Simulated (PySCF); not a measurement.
# SrIn and its ions

B3LYP; Sr def2-SVPD with ECP28, In def2-SVPD with ECP28; scalar-relativistic core potentials (PySCF 2.14). Neutral (UKS): doublet (π ↑), Re = 3.494 Å, ωe = 86.6 cm⁻¹, De = 0.44 eV, HOMO -3.27 eV, LUMO -2.13 eV.

SrIn⁻ (UKS): triplet (π ↑↑), Re = 3.289 Å, ωe = 104 cm⁻¹. The energies at the minima are -220.89141 hartree for SrIn and -220.92185 for SrIn⁻.

Problem. Work out the adiabatic electron affinity, without and with harmonic zero-point energies (1 hartree = 27.2114 eV, 1 eV = 8065.5 cm⁻¹), and the change of the bond length.

Solution. At B3LYP: 0.03044 hartree = 0.828 eV between the minima; the zero-point term (86.6 − 104.0)/2 cm⁻¹ = -0.001 eV makes it 0.827 eV. Re changes by -20.5 pm against the neutral. The electron enters a π orbital, and the shorter bond of the ion fits a bonding orbital, or a change in how ionic the bond is.

Weak bonds: SrIn. Basis-set superposition, not corrected here, can be much of De in a small basis, most of all at correlated wavefunction levels. These are scalar-relativistic numbers at best; spin–orbit coupling would shift them, the dissociation energy most. The highest Kohn–Sham level is positive in this anion. Much of that is self-interaction error, but it also means that the finite basis helps to hold the extra electron. States were picked by a PBE0 search and need not be the measured ground states.
